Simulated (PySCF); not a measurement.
Atom-mapped SMILES (the numbers label the heavy atoms): `[NH2:1][C:2](=[O:3])[SiH3:4]`. Hydrogens are named by the atom that carries them.

Non-relativistic Hamiltonian, one conformer, no solvent model, rapidly exchanging positions averaged. Coordinates at the PBE0-D3(BJ)/def2-SVP level; σ from GIAO-KT2/pcSseg-2; PySCF 2.14.0 with density-fitted response routines.

References, each an isolated molecule treated in the same way: TMS for 13C (σ = 182.28 ppm) and 1H (σ = 31.18 ppm) and 29Si (σ = 350.99 ppm); 15N (σ = 260.12 ppm) against NH3; 17O (σ = 324.36 ppm) against H2O.

```csv
atoms,nucleus,count,δ (ppm)
C2,13C,1,169.6
O3,17O,1,457.1
H(Si4),1H,3,?
H(N1),1H,2,?
Si4,29Si,1,-97.5
N1,15N,1,131.8
```

Question: Complete the table.

Answer: 
- H(N1): 5.18 ppm, hydrogen on an amide-type nitrogen; exchangeable; this is the value without hydrogen bonding to other molecules
- H(Si4): 4.05 ppm, hydrogen on a silicon bonded to C

Exchangeable OH/NH protons stand at their gas-phase positions; hydrogen bonding in a real sample shifts them, mostly to higher δ. Shifts are as computed. Against solution values, carbons near 30 ppm lie about +3 ppm off and those near 130 ppm about -1 ppm. Of 1211 compounds with measured shifts, 218 miss one by over three times the rms of a fit or turn the order of signals round; such compounds aren't used in these exercises. Hydrogen bonding in solution shields acid and N–H amide carbonyl oxygens by tens of ppm. Hydrogen bonding in solution deshields acid and N–H amide carbonyl carbons by as much as 10 ppm beyond these values. Unscaled 17O shifts of doubly bonded oxygen tend to come out too high, by tens of ppm or more. Experimental scales use liquid or dissolved standards, which lie at an offset from isolated NH3 (liquid NH3: subtract about 20 ppm) and H2O (liquid H2O: subtract about 36 ppm).
